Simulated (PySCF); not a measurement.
C₇H₁₃O, doublet, geometry from GFN2-xTB; B3LYP/STO-3G (PySCF).

PySCF was given this input:
```python
from pyscf import gto, scf, dft

mol = gto.M(
    atom='''
C     3.84016519    0.33256037   -0.31151433
C     2.43749255   -0.10884127   -0.38549862
C     1.63183957    0.26164836    0.86102737
C     0.21208150   -0.30107360    0.85446048
C    -0.68512220    0.34380852   -0.19934007
C    -2.09978234   -0.19375024   -0.15839939
C    -3.09016322    0.60520705   -0.97229341
O    -2.41546113   -1.17030678    0.47084186
H     4.30059689    0.53883924    0.63413799
H     4.44591491    0.36495280   -1.19571823
H     2.39297678   -1.20437979   -0.51155385
H     1.97171713    0.31068301   -1.28474942
H     2.15533664   -0.12505837    1.73773360
H     1.59379260    1.34967199    0.95302599
H     0.24067120   -1.37888374    0.68431084
H    -0.24116073   -0.14137707    1.83514581
H    -0.29833743    0.14494397   -1.20226131
H    -0.71272890    1.42821703   -0.07015787
H    -4.00136210    0.03248319   -1.12206026
H    -3.33716348    1.51336934   -0.42452018
H    -2.66563075    0.89163752   -1.93071999
''',
    basis='sto-3g',
    spin=1,
    verbose=4,
)

mf = dft.UKS(mol)
mf.xc = 'b3lyp'
mf.kernel()
mf.analyze()
```

What the program printed (banner, timings and long lists left out):

```
PySCF version 2.14.0

[INPUT] verbose = 4
[INPUT] num. atoms = 21
[INPUT] num. electrons = 63
[INPUT] charge = 0
[INPUT] spin (= nelec alpha-beta = 2S) = 1
[INPUT] symmetry False subgroup None
[INPUT] Mole.unit = angstrom
[INPUT] Symbol           X                Y                Z      unit          X                Y                Z       unit  Magmom
[...]
nuclear repulsion = 363.725434070788
number of shells = 37
number of NR pGTOs = 159
number of NR cGTOs = 53
basis = sto-3g
ecp = {}

******** <class 'pyscf.dft.uks.UKS'> ********
method = UKS
initial guess = minao
damping factor = 0
level_shift factor = 0
DIIS = <class 'pyscf.scf.diis.CDIIS'>
diis_start_cycle = 1
diis_space = 8
diis_damp = 0
SCF conv_tol = 1e-09
SCF conv_tol_grad = None
SCF max_cycles = 50
direct_scf = True
direct_scf_tol = 1e-13
number electrons alpha = 32  beta = 31
XC library pyscf.dft.libxc version 7.1.2
    S. Lehtola, C. Steigemann, M. J. T. Oliveira, and M. A. L. Marques,  SoftwareX 7, 1–5 (2018)
XC functionals = b3lyp
    P. J. Stephens, F. J. Devlin, C. F. Chabalowski, and M. J. Frisch,  J. Phys. Chem. 98, 11623 (1994)
radial grids:
    Treutler-Ahlrichs [JCP 102, 346 (1995); DOI:10.1063/1.469408] (M4) radial grids

becke partition: Becke, JCP 88, 2547 (1988); DOI:10.1063/1.454033
pruning grids: <function nwchem_prune>
grids dens level: 3
symmetrized grids: False
atomic radii adjust function: <function treutler_atomic_radii_adjust>
small_rho_cutoff = 0
Set gradient conv threshold to 3.16228e-05
tot grids = 240416
init E= -346.17135375271

cycle= 1 E= -345.206404679239  delta_E= 0.965  |g|= 0.477  |ddm|= 3.99
cycle= 2 E= -344.747048882822  delta_E= 0.459  |g|= 1.07  |ddm|= 1.72
cycle= 3 E= -345.363132071866  delta_E= -0.616  |g|= 0.0735  |ddm|= 1.15
cycle= 4 E= -345.365945728379  delta_E= -0.00281  |g|= 0.0311  |ddm|= 0.106
cycle= 5 E= -345.366500938226  delta_E= -0.000555  |g|= 0.00411  |ddm|= 0.038
cycle= 6 E= -345.36651322068  delta_E= -1.23e-05  |g|= 0.00149  |ddm|= 0.0072
cycle= 7 E= -345.366515056745  delta_E= -1.84e-06  |g|= 0.000548  |ddm|= 0.003
cycle= 8 E= -345.366515221908  delta_E= -1.65e-07  |g|= 0.000207  |ddm|= 0.000722
cycle= 9 E= -345.366515250223  delta_E= -2.83e-08  |g|= 2.47e-05  |ddm|= 0.000314
cycle= 10 E= -345.366515250738  delta_E= -5.15e-10  |g|= 7.8e-06  |ddm|= 4.66e-05
Extra cycle  E= -345.36651525078  delta_E= -4.2e-11  |g|= 7.76e-06  |ddm|= 2.21e-05
converged SCF energy = -345.36651525078  <S^2> = 0.7540731  2S+1 = 2.004069
**** SCF Summaries ****
Total Energy =                        -345.366515250779855
Nuclear Repulsion Energy =             363.725434070788481
One-electron Energy =                -1189.166520253647150
Two-electron Energy =                  480.074570932078871
Two-electron Coulomb Energy =          531.622009824397992
DFT Exchange-Correlation Energy =      -51.547438892319143
**** MO energy ****
                             alpha | beta                alpha | beta
[...]
To work with the spin densities directly, `use mulliken_meta_spin()` only printing them here.

 ** Mulliken spin pop alpha/beta on meta-lowdin orthogonal AOs **
 ** Mulliken Spin Density (per AO)  **
spin_pop of  0 C 1s       -0.00002
spin_pop of  0 C 2s        0.04880
spin_pop of  0 C 2px       0.08869
spin_pop of  0 C 2py       0.86641
spin_pop of  0 C 2pz       0.03761
spin_pop of  1 C 1s        0.00000
spin_pop of  1 C 2s       -0.00961
spin_pop of  1 C 2px      -0.02474
spin_pop of  1 C 2py      -0.01743
spin_pop of  1 C 2pz      -0.00536
spin_pop of  2 C 1s        0.00000
spin_pop of  2 C 2s        0.00182
spin_pop of  2 C 2px       0.00163
spin_pop of  2 C 2py       0.00069
spin_pop of  2 C 2pz       0.00511
spin_pop of  3 C 1s       -0.00000
spin_pop of  3 C 2s       -0.00026
spin_pop of  3 C 2px      -0.00053
spin_pop of  3 C 2py       0.00025
spin_pop of  3 C 2pz      -0.00005
spin_pop of  4 C 1s        0.00000
spin_pop of  4 C 2s        0.00007
spin_pop of  4 C 2px       0.00009
spin_pop of  4 C 2py       0.00004
spin_pop of  4 C 2pz       0.00004
spin_pop of  5 C 1s       -0.00000
spin_pop of  5 C 2s       -0.00000
spin_pop of  5 C 2px      -0.00001
spin_pop of  5 C 2py      -0.00000
spin_pop of  5 C 2pz      -0.00001
spin_pop of  6 C 1s        0.00000
spin_pop of  6 C 2s        0.00000
spin_pop of  6 C 2px      -0.00000
spin_pop of  6 C 2py      -0.00000
spin_pop of  6 C 2pz       0.00000
spin_pop of  7 O 1s       -0.00000
spin_pop of  7 O 2s        0.00000
spin_pop of  7 O 2px      -0.00000
spin_pop of  7 O 2py       0.00001
spin_pop of  7 O 2pz       0.00006
spin_pop of  8 H 1s       -0.03347
spin_pop of  9 H 1s       -0.03342
spin_pop of  10 H 1s        0.05219
spin_pop of  11 H 1s        0.02271
spin_pop of  12 H 1s       -0.00061
spin_pop of  13 H 1s       -0.00068
spin_pop of  14 H 1s       -0.00001
spin_pop of  15 H 1s        0.00005
spin_pop of  16 H 1s       -0.00006
spin_pop of  17 H 1s       -0.00001
spin_pop of  18 H 1s        0.00000
spin_pop of  19 H 1s       -0.00000
spin_pop of  20 H 1s        0.00000
 ** Mulliken Spin Density (per atom)  **
spin density of  0 C =      1.04149
spin density of  1 C =     -0.05714
spin density of  2 C =      0.00925
spin density of  3 C =     -0.00058
spin density of  4 C =      0.00023
spin density of  5 C =     -0.00003
spin density of  6 C =      0.00000
spin density of  7 O =      0.00007
spin density of  8 H =     -0.03347
spin density of  9 H =     -0.03342
spin density of  10 H =      0.05219
spin density of  11 H =      0.02271
spin density of  12 H =     -0.00061
spin density of  13 H =     -0.00068
spin density of  14 H =     -0.00001
spin density of  15 H =      0.00005
spin density of  16 H =     -0.00006
spin density of  17 H =     -0.00001
spin density of  18 H =      0.00000
spin density of  19 H =     -0.00000
spin density of  20 H =      0.00000
 ** Mulliken pop alpha/beta on meta-lowdin orthogonal AOs **
 ** Mulliken pop       alpha | beta **
In total            32.00000 | 31.00000
 ** Mulliken atomic charges   ( Nelec_alpha | Nelec_beta ) **
charge of  0C =     -0.09604  (     3.56877      2.52728 )
charge of  1C =     -0.07697  (     3.00992      3.06705 )
charge of  2C =     -0.07055  (     3.03990      3.03065 )
charge of  3C =     -0.07164  (     3.03553      3.03611 )
charge of  4C =     -0.10955  (     3.05489      3.05466 )
charge of  5C =      0.13056  (     2.93471      2.93474 )
charge of  6C =     -0.17560  (     3.08780      3.08780 )
charge of  7O =     -0.13142  (     4.06574      4.06567 )
charge of  8H =      0.03882  (     0.46386      0.49732 )
charge of  9H =      0.03813  (     0.46423      0.49764 )
charge of  10H =      0.04438  (     0.50391      0.45171 )
charge of  11H =      0.04333  (     0.48969      0.46698 )
charge of  12H =      0.04151  (     0.47894      0.47955 )
charge of  13H =      0.03915  (     0.48008      0.48077 )
charge of  14H =      0.04478  (     0.47761      0.47762 )
charge of  15H =      0.04324  (     0.47841      0.47835 )
charge of  16H =      0.05042  (     0.47476      0.47482 )
charge of  17H =      0.04703  (     0.47648      0.47649 )
charge of  18H =      0.05723  (     0.47138      0.47138 )
charge of  19H =      0.05846  (     0.47077      0.47077 )
charge of  20H =      0.05472  (     0.47264      0.47264 )
Dipole moment(X, Y, Z, Debye):  0.34581,  1.25752, -0.80767
```
